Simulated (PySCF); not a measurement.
C2H9NOSi2, SMILES C=CO[SiH2]N[SiH3].

Geometry: B3LYP-D3(BJ)/def2-SVP. The structure was generated by enumeration, and PubChem lists no compound with its InChIKey, so it may never have been made. The values are those of a single conformer.

All values below come from SMD-PBE0/def2-SVP (PySCF).

Solvation free energies are E(SMD) − E(gas) at the gas-phase geometry, for 1 M in both phases. In vacuum the dipole moment is 1.61 D.

Computed solvation free energies in water, dimethylsulfoxide, toluene:
```csv
solvent,ΔG(solv) (kcal/mol),its non-electrostatic (CDS) part,dipole (D)
water,0.7,5.9,2.12
dimethylsulfoxide,-2.0,2.4,2.07
toluene,-2.1,-0.2,1.81
```
